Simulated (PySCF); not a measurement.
TDDFT excited states: C4HClN2O

C₄HClN₂O.
Atom-mapped SMILES: `[N:1]#[C:2][c:3]1[cH:4][o:5][n:6][c:7]1[Cl:8]` (hydrogens: H9 on C4)

Geometry (GFN2-xTB, Å), atoms numbered from 1 in this order:
```
atom  x, y, z in Å
N1     2.9044   -0.1145    0.0307
C2     1.7599   -0.1139    0.0180
C3     0.3563   -0.0989    0.0007
C4    -0.5277   -1.1472   -0.0303
O5    -1.7716   -0.6833   -0.0373
N6    -1.7623    0.6645   -0.0127
C7    -0.5130    1.0448    0.0100
Cl8   -0.0480    2.6644    0.0442
H9    -0.3844   -2.2098   -0.0486
```

Computed with TDDFT PBE0/def2-SVPD, vertical, gas phase, core orbitals frozen in the response in PySCF 2.14.0, density-fitted response routines.

Problem. Predict the UV-vis stick spectrum at this level.

Solution. 

```csv
state,E (eV),E (kJ/mol),λ (nm),f,symmetry,"main configurations (H = HOMO, L = LUMO)"
S1,5.96,575,208.1,0.025,A′,"H-1→L (84%), H→L+1 (10%)"
S2,6.16,594,201.2,0.0028,A″,H-2→L (93%)
S3,6.26,604,197.9,0.092,A′,H→L (89%)
S4,6.80,656,182.4,0.0012,–,"H-2→L+1 (30%), H-4→L (26%), H→L+2 (21%)"
S5,6.85,661,180.9,0.188,A′,"H→L+1 (65%), H-1→L+1 (20%)"
S6,6.97,673,177.8,0.0007,–,"H→L+2 (36%), H-2→L+1 (28%), H→L+3 (15%)"
```

Triplets (Tamm–Dancoff): T1 4.06 eV, H→L (86%); T2 4.74 eV, H-1→L (58%), H-1→L+1 (17%), H→L+1 (13%).

The lowest singlet lies at 5.96 eV (208 nm, ultraviolet) and is weak; its leading configuration is HOMO-1→LUMO (84%). The most intense listed level is S5 at 6.85 eV (181 nm, f = 0.188), 0.90 eV above S1. Löwdin shares by element: HOMO carbon 42% or more, nitrogen 34% (atoms not listed hold the other 24%); LUMO carbon 47% or more, oxygen 18%, nitrogen 9% or more (atoms not listed hold the other 26%). Orbital energies (eV): HOMO-3 -10.30, HOMO-2 -9.71, HOMO-1 -8.95, HOMO -8.80, LUMO -1.97, LUMO+1 -0.95, LUMO+2 -0.05. Weighted by f, the mean energy of these states is 6.60 eV. The listed states span 1.02 eV, and the widest gap between neighbours is 0.53 eV (S3 to S4). Symmetry labels in Cs follow from the direction of the transition dipole and are given only for states with f of 0.002 or more. Singlets were solved by full linear response, triplets in the Tamm–Dancoff approximation.
